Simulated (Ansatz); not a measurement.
heptafluorocyclopentane (C5H3F7), SMILES FC1CC(F)(F)C(F)(F)C1(F)F.

Geometry optimised at PBE0-D3(BJ)/def2-SVP. Other conformers were not sampled.

Two levels are set side by side: PBE/def2-SVPD (Ansatz, a quantum-chemistry and plane-wave program) and PBE0/def2-SVPD (Ansatz). Energy differences of separate SCF runs at the same geometry; the states with an electron removed or added have multiplicity 2 and 2. Differences are taken from unrounded values.

| quantity | PBE0 |
|---|---|
| vertical ionisation energy (eV) | 11.67 |
| vertical singlet–triplet gap (eV) | 7.63 |

### Question
What does PBE give, and how far is it from PBE0? (The exact figures need the calculation; the answer reports its results.)

### Answer

| quantity | PBE | PBE minus PBE0 |
|---|---|---|
| vertical ionisation energy (eV) | 10.82 | -0.84 |
| vertical singlet–triplet gap (eV) | 6.64 | -1.00 |
